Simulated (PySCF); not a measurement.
Molecules (atom-mapped SMILES):
1. `[F:1][C:2]1=[CH:3][C@@H:4]([F:5])[CH:6]=[CH:7][CH2:8]1`
2. `[CH3:1][CH2:2][CH:3]=[C:4]1[C:5]([F:6])=[C:7]1[F:8]`

Couplings at B3LYP/pcJ-1, PySCF 2.14.0 with density-fitted response routines, geometries PBE0-D3(BJ)/def2-SVP, gas phase, one conformer each, non-relativistic.

Question: List the couplings to ¹⁹F of 5 Hz or more (2 Hz over four bonds), one row for each set of pairs made equivalent by symmetry, fast rotation or ring inversion, averaged. Isotopes: ¹³C, ¹⁹F, ¹H; all four Ramsey terms are included.

Answer: 
| molecule | pair | bonds | J (Hz) |
| --- | --- | --- | --- |
| 1 | F1, C2 | 1 | -334.2 |
| 1 | C4, F5 | 1 | -222.6 |
| 1 | F5, H(C4) | 2 | 55.0 |
| 1 | F1, C8 | 2 | 24.2 |
| 1 | C3, F5 | 2 | 21.6 |
| 1 | F5, C6 | 2 | 18.2 |
| 1 | F1, C3 | 2 | 14.2 |
| 1 | F1, H(C3) | 3 | 15.1 |
| 1 | C2, F5 | 3 | 10.6 |
| 1 | F1, C4 | 3 | 9.6 |
| 1 | F1, C7 | 3 | 8.4 |
| 1 | F5, C7 | 3 | 7.4 |
| 1 | F5, H(C6) | 3 | 7.2 |
| 1 | F5, H(C3) | 3 | 6.6 |
| 1 | F1, H(C7) | 4 | 7.6 |
| 1 | F5, C8 | 4 | -6.1 |
| 1 | F1, H(C4) | 4 | 5.9 |
| 1 | F5, H(C7) | 4 | -3.1 |
| 1 | F1, C6 | 4 | -2.0 |
| 2 | C7, F8 | 1 | -526.9 |
| 2 | C5, F6 | 1 | -525.1 |
| 2 | C5, F8 | 2 | -26.0 |
| 2 | F6, C7 | 2 | -25.7 |
| 2 | F6, H(C3) | 4 | 10.5 |
| 2 | F8, H(C3) | 4 | 8.7 |
| 2 | C2, F6 | 4 | 3.3 |
| 2 | C2, F8 | 4 | 2.8 |

One-bond C–F values run tens of Hz too large at this level.
